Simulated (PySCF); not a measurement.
C$_{3}$H$_{3}$ (SMILES C#C[CH2]), doublet, at a GFN2-xTB geometry, atoms displaced at random by about 0.05 Å a coordinate. Base run: B3LYP/3-21G (PySCF).

The PySCF input:
```python
from pyscf import gto, scf, dft
from pyscf.geomopt import geometric_solver

mol = gto.M(
    atom='''
C     0.05147206    0.03020129    0.00438265
C    -0.08064309    0.19718514    1.32128961
C    -0.00820678   -0.11407616   -1.27524401
H     0.04460429    0.21481844    2.35519707
H     0.85486601   -0.25636043   -1.73345237
H    -0.97125554   -0.09470090   -1.78658624
''',
    basis='3-21g',
    spin=1,
    verbose=3,
)

def method(m):
    mf = dft.UKS(m)
    mf.xc = 'b3lyp'
    return mf

conv, mol_eq = geometric_solver.kernel(method(mol), maxsteps=100)
print('optimisation converged:', conv)
print(mol_eq.tostring(format='xyz'))
mf = method(mol_eq)
mf.kernel()
```

The base run was repeated with changes; each row names its change, and settings that it needs were set with it.

```csv
change,ΔE vs base (µEh),optimiser steps,core-seconds (rough)
base,0.0,10,50
coordsys = prim,0.0,10,50
convergence_set = GAU_TIGHT,-0.5,23,80
convergence_set = GAU_LOOSE,0.0,10,40
coordsys = cart,-0.3,20,100
convergence_set = TURBOMOLE,-0.4,12,60
coordsys = dlc,0.0,10,60
```

Open shells are given as the SCF converged; they aren't shown to be the lowest states, and a large step between rows can be another state.
